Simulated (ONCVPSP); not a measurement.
## Reading a pseudo-wave (iodine (I))

Columns: radius, all-electron u(r) and pseudo u(r) of the 4s shell (level -180.16 eV) of iodine in the configuration [Ar] 3d10 4s2 4p6 4d10 5s2 5p5; LDA (Perdew-Wang 92), scalar-relativistic, ONCV scheme, ONCVPSP 4.0.1.

| r (bohr) | all-electron | pseudo |
| --- | --- | --- |
| 0.078 | 0.5145 | 0.1659 |
| 0.155 | -0.2543 | 0.3329 |
| 0.232 | -0.7810 | 0.5061 |
| 0.310 | -0.4971 | 0.6870 |
| 0.388 | 0.1369 | 0.8647 |
| 0.465 | 0.7274 | 1.0210 |
| 0.542 | 1.1298 | 1.1417 |
| 0.620 | 1.3311 | 1.2167 |
| 0.698 | 1.3681 | 1.2391 |
| 0.775 | 1.2990 | 1.2087 |
| 0.852 | 1.1716 | 1.1281 |
| 0.930 | 1.0173 | 1.0046 |
| 1.008 | 0.8600 | 0.8584 |
| 1.085 | 0.7144 | 0.7141 |
| 1.162 | 0.5846 | 0.5844 |
| 1.240 | 0.4713 | 0.4712 |
| 1.318 | 0.3764 | 0.3762 |
| 1.395 | 0.2990 | 0.2989 |
| 1.472 | 0.2362 | 0.2361 |
| 1.550 | 0.1849 | 0.1848 |
| 1.628 | 0.1441 | 0.1441 |
| 1.705 | 0.1123 | 0.1122 |
| 1.782 | 0.0872 | 0.0871 |
| 1.860 | 0.0673 | 0.0673 |
| 1.938 | 0.0518 | 0.0518 |
| 2.015 | 0.0399 | 0.0399 |

Q: How many radial nodes do the two functions have?

A: The all-electron 4s function has n − l − 1 = 3 (the table is too coarse to show those close to the nucleus); the pseudo-wave has 0, since the states of the same l below it are removed with the core.

Q: At about which radius was the pseudo-wave matched?

A: 1.10 bohr, where the columns begin to agree (steps of 0.08 bohr).

Q: Is the pseudo-wave norm-conserving?

A: Yes: the ONCV scheme keeps the norm inside the radius equal to the all-electron one, which fixes the energy derivative of the logarithmic derivative at the level.
